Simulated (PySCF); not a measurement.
AlBClFH, Al2BH7Si, B3H6Si (calculated)

Computed with PySCF 2.14.0. Calculation on a computer-drawn molecule: the log of a Hartree-Fock and frozen-core CCSD(T) single point meant for a local Hartree-Fock minimum, with one planted fault or none, to be diagnosed. Offsets are logged minus clean, where the clean run is the same molecule without the fault. The reference is restricted for singlets and unrestricted otherwise, and also for a bond in bohr or an excited solution. Adding or removing an electron swaps singlet and doublet. The excited solution moves the top pair (singlet) or top alpha electron (doublet) to the lowest empty orbital. Highest occupied and lowest empty are orbital energies over both spins, largest force is the largest gradient component, triples share is (T) over the correlation energy, the T1 limit is 0.02 restricted and 0.045 unrestricted, electrons count all cores, a negative frequency is imaginary (commonest isotopes), and the dipole is about the centre of nuclear charge.

Common to all runs: meant basis cc-pV(D+d)Z; logged SCF converged yes; possible faults no fault, one electron removed, one electron added, multiplicity raised by two, geometry at a saddle point, SCF held on an excited solution, minimal basis STO-3G, one bond length entered in bohr, all coordinates scaled.

(1) 
```xyz
5
formula=AlBClFH meant_charge=1 meant_multiplicity=1 logged_electrons=44 logged_basis_functions=79 logged_spin_squared=0 logged_highest_occupied=-18.135 logged_lowest_empty=-5.3768 logged_largest_force=0.032612 logged_T1_diagnostic=0.016955 logged_D1_diagnostic=0.041769 logged_triples_share=0.024981 logged_CC_converged=yes logged_dipole_magnitude=3.6384 logged_SCF_stable_within_its_kind=yes logged_energy_HF=-825.9322 logged_energy_CCSD(T)=-826.41537 planted_fault=all_coordinates_scaled,by_-3.0_% HF_energy_offset_from_clean_run=3.136 CCSD(T)_energy_offset_from_clean_run=4.474
F     -1.9338    -0.8558     1.3468
Al    -1.0926    -1.5670     0.2142
B     -1.3874    -0.2768    -1.5022
Cl    -1.6303     0.6880    -2.7209
H     -0.2457    -2.7944     0.1078
```

Units: logged_highest_occupied, logged_lowest_empty in eV; logged_largest_force in hartree/bohr; logged_dipole_magnitude in debye; logged_energy_HF, logged_energy_CCSD(T) in hartree; HF_energy_offset_from_clean_run, CCSD(T)_energy_offset_from_clean_run in kcal/mol.

Drawn bonds:
```tsv
atom	other atom	order
1	2	1
2	3	1
3	4	1
2	5	1
```

(2) 
```xyz
11
formula=Al2BH7Si meant_charge=0 meant_multiplicity=1 logged_electrons=52 logged_basis_functions=118 logged_spin_squared=0 logged_highest_occupied=-6.2908 logged_lowest_empty=-2.499 logged_largest_force=0.043567 logged_CC_converged=no logged_dipole_magnitude=1.7391 logged_SCF_stable_within_its_kind=no logged_energy_HF=-801.23018 planted_fault=SCF_held_on_an_excited_solution HF_energy_offset_from_clean_run=146.2
Al     0.4388     1.4400    -1.0970
B     -0.9336    -0.0570    -0.4656
Al    -2.7399    -0.5140    -1.4907
Si    -0.4483    -1.1735     1.1690
H      0.2657     2.9345    -0.5948
H      1.6311     1.0887    -2.0816
H     -4.0730     0.2664    -1.1308
H     -2.7733    -1.6178    -2.6286
H     -1.6136    -1.7224     1.9103
H      0.3308    -2.3190     0.6233
H      0.4030    -0.4713     2.1645
```

Units: logged_highest_occupied, logged_lowest_empty in eV; logged_largest_force in hartree/bohr; logged_dipole_magnitude in debye; logged_energy_HF in hartree; HF_energy_offset_from_clean_run in kcal/mol.

Drawn bonds:
```tsv
atom	other atom	order
1	2	1
2	3	1
2	4	1
1	5	1
1	6	1
3	7	1
3	8	1
4	9	1
4	10	1
4	11	1
```

Notes: CCSD not converged.

(3) 
```xyz
10
formula=B3H6Si meant_charge=0 meant_multiplicity=2 logged_electrons=35 logged_basis_functions=30 logged_spin_squared=0.7603 logged_highest_occupied=-5.6222 logged_lowest_empty=4.6915 logged_largest_force=0.025847 logged_T1_diagnostic=0.017206 logged_D1_diagnostic=0.0959 logged_triples_share=0.013693 logged_CC_converged=yes logged_dipole_magnitude=0.48318 logged_SCF_stable_within_its_kind=yes logged_energy_HF=-362.09626 logged_energy_CCSD(T)=-362.28395
B     -1.7124    -0.7677    -0.4233
B     -0.5061     0.1418     0.3061
Si     1.2169    -0.6227     0.9817
B      1.7193    -2.5410     0.8778
H     -1.7372    -0.9423    -1.6138
H     -2.5994    -1.2678     0.2182
H     -0.6658     1.3277     0.4415
H      2.1809     0.3165     1.6013
H      2.7671    -2.9420     1.2996
H      0.9601    -3.3271     0.3812
```

Units: logged_highest_occupied, logged_lowest_empty in eV; logged_largest_force in hartree/bohr; logged_dipole_magnitude in debye; logged_energy_HF, logged_energy_CCSD(T) in hartree.

Drawn bonds:
```tsv
atom	other atom	order
1	2	1
2	3	1
3	4	1
1	5	1
1	6	1
2	7	1
3	8	1
4	9	1
4	10	1
```

## Withheld values
1. B3H6Si (entry 3): planted fault?

Answers
1. minimal basis STO-3G

Further results for B3H6Si (entry 3):

| Property | Result |
| --- | --- |
| HF energy offset from clean run | 2687 kcal/mol |
| CCSD(T) energy offset from clean run | 2822 kcal/mol |
